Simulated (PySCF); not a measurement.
Isomers C9H16:

A. `C=CC(C=C)C(C)(C)C`
B. `CC[C@H]1[C@@H]2CCC[C@H]1C2`
C. SMILES C[C@H]1CC12CCCCC2

Spectrum 1. 13C{1H} NMR (computed): δ 41.2 (CH2), 33.9 (CH2), 31.1 (CH2), 29.6 (CH2), 29.6 (CH2), 25.2 (C), 21.7 (CH), 20.8 (CH2), 16.0 (CH3).

Spectrum 2. 13C{1H} NMR (computed): δ 57.1 (CH), 37.9 (CH), 34.9 (CH2), 28.6 (CH2), 23.3 (CH2), 19.2 (CH2), 14.4 (CH3).

Spectrum 3. 13C{1H} NMR (computed): δ 148.1 (CH), 122.6 (CH2), 67.8 (CH), 35.3 (C), 29.4 (CH3).

PySCF 2.14.0 with density-fitted response routines calculation with shielding tensors at PBE0/pcSseg-1 (GIAO) and structure optimised with GFN2-xTB; equivalent nuclei averaged, no relativistic terms, a single conformation, gas phase.

Chemical shifts δ = σref − σ; 13C (σ = 186.93 ppm) vs TMS, all at this level. Shifts are as computed. Against solution values, carbons near 30 ppm lie about +3 ppm off and those near 130 ppm about +5 ppm. Of 1211 compounds with measured shifts, 218 miss one by over three times the rms of a fit or turn the order of signals round; such compounds aren't used in these exercises.

Task: Match each spectrum to its structure.

Result: 1–C, 2–B, 3–A.

- Spectrum 1 (C): 9 13C signals; δC 41.2 is an sp3 CH2 in a ring; δC 33.9 is an sp3 CH2 in a ring.
- Spectrum 2 (B): 7 13C signals; δC 37.9 is an sp3 CH in a ring; δC 34.9 is an sp3 CH2 in a ring.
- Spectrum 3 (A): 5 13C signals; δC 148.1 is an alkene CH; δC 122.6 is a terminal =CH2 carbon.
